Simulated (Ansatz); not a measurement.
CH4FNOSi can be A, `NC(=O)[SiH2]F`, or B, `N=C(F)O[SiH3]`.

Isolated molecules relaxed with PBE0-D4/def2-TZVP in Ansatz; ΔE leaves out vibrations. CCSD(T)/CBS adds triple-zeta CCSD(T) − MP2 to the extrapolated MP2 energy (def2 sets, frozen cores). DFT in def2-TZVPP. One conformer a species, not always the lowest.

Q: Which isomer does CCSD(T)/CBS put lower? Give the gap. (Estimate.)

A: Computed: A, by 34.9 kcal/mol.

Q: Give E(B) − E(A) in kcal/mol with MP2/def2-TZVPP, HF/def2-TZVPP, CCSD(T)/def2-TZVPP, r2SCAN-D4, CCSD/def2-TZVPP, BLYP-D4, CCSD(T)/def2-SVP. (An estimate is asked.)

A: Computed: MP2/def2-TZVPP 35.2, HF/def2-TZVPP 30.8, CCSD(T)/def2-TZVPP 32.9, r2SCAN-D4 34.2, CCSD/def2-TZVPP 32.6, BLYP-D4 36.1, CCSD(T)/def2-SVP 30.6. None reverses the order clearly.

Q: Does the order hold for the free energy at 298.15 K (harmonic terms from PBE0-D4)? (An estimate is asked.)

A: The calculation gave: Yes: G(B) − G(A) = +33.3 kcal/mol, for one conformer each. Modes under 60 cm⁻¹, often nearly free rotors, make the harmonic entropy too high.

Largest T1 diagnostic: 0.015.

From BLYP to BHLYP (50 % exact exchange), in def2-TZVPP and without D4, E(B) − E(A) moves by −2.7 kcal/mol. At CCSD(T), def2-SVP lies −4.3 kcal/mol from the extrapolated value and def2-TZVPP −2.0 kcal/mol.
